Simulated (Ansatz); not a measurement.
Relaxation of C₄H₉FOSi (16 atoms, charge 0, multiplicity 1), to a largest force component of 0.015 eV/Å in at most 40 steps.

Level of theory: RKS BLYP-D4/6-31G* (Ansatz 0.2.0).

```xyz
16
Properties=species:S:1:pos:R:3:forces:R:3
C -0.327 -2.714 -1.322 -3.34 2.48 0.14
C 0.179 -1.585 -0.801 -1.04 -1.69 -0.82
F 1.462 -1.625 -0.496 2.10 0.95 0.81
O -0.495 -0.440 -0.582 -1.02 -1.20 -0.46
C 0.185 0.635 -0.021 0.84 2.39 0.96
C -0.504 1.936 -0.510 -0.27 -0.87 0.37
Si 0.375 0.629 1.901 0.41 0.46 -0.18
H 0.254 -3.543 -1.514 1.25 -1.85 -0.37
H -1.420 -2.662 -1.561 0.91 -0.45 0.02
H 1.201 0.654 -0.400 0.70 0.03 -0.28
H -0.554 1.921 -1.583 -0.02 0.05 -1.01
H -1.522 1.986 -0.143 -0.66 -0.05 0.20
H -0.026 2.850 -0.200 0.69 0.48 0.34
H -0.915 0.720 2.575 -0.65 0.03 0.28
H 1.079 -0.570 2.342 0.25 -0.62 0.20
H 1.219 1.807 2.340 -0.16 -0.12 -0.21
```

Task: Where does it end, and by what steps?

Result: It converged. After 22 steps the energy has fallen by 0.472 eV; H9 moved furthest, 0.87 Å.

```csv
step,energy less start (eV),largest force component (eV/Å),accepted
0,0.0000,3.338,yes
1,-0.3509,1.201,yes
2,-0.4210,0.333,yes
3,-0.4277,0.135,yes
4,-0.4308,0.050,yes
5,-0.4312,0.090,yes
6,-0.4322,0.022,yes
7,-0.4326,0.023,yes
8,-0.4336,0.063,yes
9,-0.4345,0.063,yes
10,-0.4359,0.184,yes
11,-0.4398,0.157,yes
12,-0.4504,0.304,yes
13,-0.4434,0.570,no
14,-0.4606,0.122,yes
15,-0.4664,0.177,yes
16,-0.4685,0.115,yes
17,-0.4700,0.043,yes
18,-0.4710,0.050,yes
19,-0.4716,0.045,yes
20,-0.4719,0.024,yes
21,-0.4719,0.028,yes
22,-0.4720,0.004,yes
```

```xyz
16
Properties=species:S:1:pos:R:3
C -0.356 -2.683 -0.866
C 0.260 -1.495 -0.938
F 1.617 -1.406 -1.111
O -0.359 -0.292 -0.912
C 0.298 0.792 -0.141
C -0.468 2.070 -0.498
Si 0.269 0.388 1.744
H 0.206 -3.603 -1.015
H -1.429 -2.725 -0.692
H 1.340 0.874 -0.492
H -0.452 2.236 -1.588
H -1.520 2.009 -0.175
H -0.003 2.940 -0.006
H -1.148 0.332 2.215
H 0.944 -0.914 2.023
H 0.991 1.478 2.476
```

The run took 54 s on 2 threads of Intel(R) Xeon(R) Platinum 8488C (Sapphire Rapids) (shared host), peak memory 0.2 GiB.
